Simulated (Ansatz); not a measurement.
Total energies of BH7SSi2, SMILES `[SiH3]BS[SiH3]`.

```xyz
11

Si    2.112    1.276    0.114
B     0.311    0.414   -0.117
S    -0.025   -1.141    0.668
Si   -2.059   -1.454    0.012
H     2.747    1.478   -1.219
H     1.947    2.621    0.738
H     3.034    0.472    0.961
H    -0.540    0.936   -0.779
H    -2.097   -1.513   -1.468
H    -2.517   -2.743    0.586
H    -2.912   -0.345    0.503
```

Charge 0, multiplicity 1. The geometry is a stationary point of PBE0-D4/def2-TZVP. It is one conformer, not always the lowest. Basis def2-TZVPP, Ansatz.

RPA on PBE orbitals: Hartree–Fock energy of these orbitals -1004.16385 Eh, correlation -1.01843 Eh (frozen core).

```
             functional  energy without D4 (Eh)  D4 term (kJ/mol)
            LDA (SPW92)             -1002.25020                 –
                    PBE             -1005.76276             -25.5
                 revPBE             -1006.09065             -69.8
                   BLYP             -1006.25574             -55.3
                 r2SCAN             -1006.19201              -6.1
                 B97M-V             -1006.05828                 –
                   PBE0             -1005.86745             -21.8
                  B3LYP             -1006.36603             -41.6
                r2SCANh             -1006.18715              -6.7
                r2SCAN0             -1006.18092              -7.4
HSE06 (plane-wave form)             -1005.84411             -20.5
                  BHLYP             -1006.27913             -34.4
              CAM-B3LYP             -1006.29214             -22.5
                LC-ωPBE             -1005.97544                 –
                ωB97X-V             -1006.13821                 –
                ωB97M-V             -1006.19455                 –
                 B2PLYP             -1005.89037                 –
               PBE-QIDH             -1005.60802                 –
```

B3LYP takes the VWN-RPA correlation (the form of Gaussian; ORCA's B3LYP/G). HSE06 is the plane-wave form, built on full-range PBE exchange. The double hybrids freeze the cores in their second-order part.

LC-ωPBE has ω = 0.4 bohr⁻¹.
